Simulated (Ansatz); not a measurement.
**Ligand exchange: AlH(CH3)(OH) + KSH → AlH(CH3)(SH) + KOH**

Species: AlH(CH3)(OH), singlet; KSH `[SH][K]`, singlet; AlH(CH3)(SH), singlet; KOH `[OH][K]`, singlet. The partners trade OH for SH: Al–OH and K–SH bonds give way to Al–SH and K–OH.

Shapes, held fixed at every level: PBE0-D4/def2-TZVP. Flexible molecules stand in one conformer, not always the lowest. Programs: Ansatz 0.2.0. The zero-point and thermal change to 298 K, harmonic and unscaled (PBE0-D4/def2-TZVP), is +0.6 kJ/mol.

| level | kind | ΔH(298 K) (kJ/mol) | less CCSD(T)/def2-TZVPP |
| --- | --- | --- | --- |
| SPW92/def2-TZVPP | LDA | +78.5 | -13.6 |
| r2SCAN-D4/def2-TZVPP | meta-GGA | +84.4 | -7.7 |
| B3LYP-D4/def2-TZVPP | global hybrid | +86.5 | -5.6 |
| r2SCAN0-D4/def2-TZVPP | global hybrid | +90.3 | -1.8 |
| wB97M-V/def2-TZVPP | range-separated hybrid | +88.4 | -3.7 |
| MP2/def2-TZVPP | perturbation theory | +87.9 | -4.2 |
| CCSD/def2-SVP | coupled cluster or CI | +91.6 | -0.5 |
| CCSD(T)/def2-TZVPP | coupled cluster or CI | +92.1 | 0.0 |

The highest level, CCSD(T)/def2-TZVPP, gives ΔH(298 K) = +92.1 kJ/mol; the levels span +78.5 to +92.1. The column of differences is taken from that level and isn't an error. No measured value is set beside it here. Outer-core shells of K are correlated in most correlated rows, in sets that cover them unevenly.
